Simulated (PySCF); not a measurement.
**Telling isomers of C₆H₉ClOSi apart by NMR**

[PySCF: shielding tensors at PBE0/pcSseg-1 (GIAO); GFN2-xTB geometry; relativity neglected; gas phase; fast rotation and ring inversion assumed for equivalent nuclei; single conformer]

References, each an isolated molecule treated in the same way: 1H and 13C vs TMS. Where no couplings were computed, multiplicities follow the n + 1 count of equivalent neighbours, and m marks all less simple cases (inequivalent or close neighbours, rings, F or P nearby). Shifts are as computed. Against solution values, carbons near 30 ppm lie about +3 ppm off and those near 130 ppm about +5 ppm; carbons on Cl a further +6 ppm. Of 1211 compounds with measured shifts, 218 miss one by over three times the rms of a fit or turn the order of signals round; such compounds aren't used in these exercises. Carbons bonded to Cl come out too deshielded.

(1) Tabulate the signals of `C=CCOC1=C([SiH2]Cl)C1`, `CC#CCC(=O)[SiH2]CCl` and their relative energies.

(2) What is the quickest way to tell C=CCOC1=C([SiH2]Cl)C1 from CC#CCC(=O)[SiH2]CCl?

Answers

(1) 
```json
{"SMILES": "C=CCOC1=C([SiH2]Cl)C1", "carbon types": "2×C 1×CH 3×CH2", "δC": "165.9, 143.2, 126.6, 77.9, 72.6, 17.8", "δH": "6.08 (m, 1H), 5.64 (m, 1H), 5.60 (m, 1H), 5.32 (s, 2H), 4.88 (d, 2H), 1.71 (s, 2H)", "E rel. (kcal/mol)": "0.0"}
{"SMILES": "CC#CCC(=O)[SiH2]CCl", "carbon types": "3×C 2×CH2 1×CH3", "δC": "244.2, 92.2, 77.7, 44.0, 29.1, 4.7", "δH": "4.72 (t, 2H), 3.18 (s, 2H), 3.16 (t, 2H), 2.10 (s, 3H)", "E rel. (kcal/mol)": "3.4"}
```

Energies are electronic energies at PBE0/pcSseg-1 on these geometries, without zero-point or thermal terms, each for the one conformer computed, which needn't be the lowest.

(2) Both give the same number of carbon signals, but DEPT or the intensities differ. The first has an alkene carbon bearing oxygen (C) at 165.9 ppm, the second a carbonyl carbon (C) at 244.2 ppm. In the proton spectra the most deshielded non-exchanging signals are 6.08 (m, 1H) and 4.72 (t, 2H).
